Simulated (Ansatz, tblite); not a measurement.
Forces on the cluster AlRu₆ at its r2SCAN-D4/def2-SVP geometry. Charge 0, multiplicity 2.

In the def2 sets Ru takes a core potential; there is no spin–orbit coupling. The xTB rows come from tblite. At PBE-D4/def2-TZVP the charge 0 doublet is spin-contaminated (final ⟨S²⟩ up to 1.37, 0.75 for a pure state). No other spin state of charge 0 was run. The geometry of the doublet was relaxed on an unsound state (⟨S²⟩ 2.62, where a pure state has 0.75). Another isomer (doublet) lies 1.29 eV lower at PBE0-D4/def2-TZVP; other spin states weren't run for this one.

GFN1-xTB (tblite), largest force 2.63 eV/Å:

```xyz
7
positions Å, forces eV/Å
Ru   -1.547   -0.296   -2.566    0.564   -0.979   -1.162
Ru    0.638   -1.402    1.541    0.511    2.205   -1.342
Ru    1.752    0.797    1.578    0.326    0.665    2.477
Ru   -0.180   -0.470   -0.731   -0.051   -1.221   -0.890
Ru   -0.523    0.786    1.174   -0.289   -0.202    1.388
Ru    2.080   -0.475   -0.262    0.482   -1.893   -1.210
Al   -2.221    1.060   -0.734   -1.543    1.424    0.738
```

GFN2-xTB (tblite), largest force 1.59 eV/Å:

```
Ru -0.031 -0.551 -0.945
Ru -0.289 0.031 -0.151
Ru 0.161 0.880 1.311
Ru -0.175 -0.141 -0.084
Ru -0.673 0.219 -0.291
Ru 0.481 -0.668 -1.107
Al 0.527 0.229 1.267
```

PBE-D4/def2-TZVP (Ansatz), largest force 0.57 eV/Å:

```
Ru 0.262 -0.009 0.460
Ru 0.115 -0.042 0.073
Ru -0.235 0.067 0.135
Ru 0.055 -0.093 -0.561
Ru 0.060 0.143 0.102
Ru -0.221 -0.124 -0.194
Al -0.036 0.057 -0.015
```
